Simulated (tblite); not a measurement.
Compound: C₆H₁₃P.
Structure used (GFN2-xTB), in Å, numbered top down from 1:
```xyz
20
C6H13P angstrom
C     -1.860    0.408   -1.455
C     -1.042   -0.286   -0.368
C     -1.951   -0.800    0.743
C      0.008    0.674    0.195
P      1.188   -0.185    1.368
C      2.768    0.600    0.834
C      2.469   -0.706    0.149
H     -2.356    1.288   -1.051
H     -1.222    0.723   -2.280
H     -2.619   -0.263   -1.849
H     -0.524   -1.144   -0.815
H     -1.362   -1.302    1.508
H     -2.679   -1.504    0.347
H     -2.486    0.026    1.207
H      0.575    1.134   -0.619
H     -0.493    1.471    0.753
H      3.569    0.602    1.561
H      2.720    1.509    0.250
H      3.082   -1.555    0.420
H      2.209   -0.681   -0.901
```

Calculated harmonic vibrations of the isolated species, GFN2-xTB (tblite), most abundant isotopes, no scaling. The method is semi-empirical: single wavenumbers can be off by several per cent or more. One conformer, not necessarily the lowest.

Harmonic wavenumbers (cm⁻¹): 41.7, 72.1, 152.7, 207.4, 223.6, 250.5, 298.3, 335.0, 398.0, 438.7, 679.8, 711.6, 732.2, 783.5, 798.4, 814.9, 878.0, 899.2, 948.0, 983.5, 987.0, 996.3, 1007.6, 1059.1, 1130.6, 1138.0, 1145.1, 1183.4, 1214.2, 1233.2, 1324.8, 1335.3, 1403.9, 1407.5, 1420.5, 1431.3, 1446.4, 1491.2, 1496.5, 1505.0, 1507.0, 2912.4, 2938.3, 2947.0, 3017.5, 3024.3, 3025.8, 3028.9, 3032.6, 3035.7, 3044.2, 3046.7, 3055.3, 3071.7.

A = 4388, B = 1179, C = 1069 MHz; mass 116.075 u (most abundant isotopes); point group C1, symmetry number 1.

Problem. What is the zero-point energy?

Solution. Half the sum of the wavenumbers: 38346 cm⁻¹ = 458.71 kJ/mol.

Problem. Give the ideal-gas entropy at 350 K and 1 bar in the rigid-rotor, harmonic-oscillator model (classical rotation).

Solution. Translation 171.48, rotation 121.05, vibration 124.59: S = 417.1 J/(mol K).

Problem. And Cp and H(350 K) − H(0)?

Solution. Cp = 171.31 J/(mol K), of which vibrations give 138.05 (their classical limit is 54 R = 449.0); H(350 K) − H(0) = 34.79 kJ/mol without the zero-point energy, 23.15 from vibrations.

Problem. What must be added to the electronic energy to get the Gibbs energy at 350 K and 1 bar?

Solution. ZPE + [H(350 K) − H(0)] − T·S = 458.71 + 34.79 − 145.99 = 347.51 kJ/mol.

Problem. Blend soft modes into free rotors: weight 1/[1 + (100 cm⁻¹/ν̃)⁴] for the oscillator and the rest for a rotor with moment μB/(μ + B), μ = h/(8π²ν), B = 10⁻⁴⁴ kg m². What vibrational entropy results?

Solution. 114.32 J/(mol K) in place of 124.59, which changes −T·S at 350 K by +3.59 kJ/mol.

Problem. Which modes carry the vibrational entropy at 350 K?

Solution. 41.7 cm⁻¹: 22.99; 72.1 cm⁻¹: 18.46; 152.7 cm⁻¹: 12.32; 207.4 cm⁻¹: 9.89; 223.6 cm⁻¹: 9.30; 250.5 cm⁻¹: 8.43 J/(mol K); the other 48 give 43.21 together.

Hindered rotation and anharmonicity are outside this model. Other conformers, if any are populated, would add a mixing term that is left out. The structure is chiral; the term R ln 2 for an equal mix with its mirror image is left out.
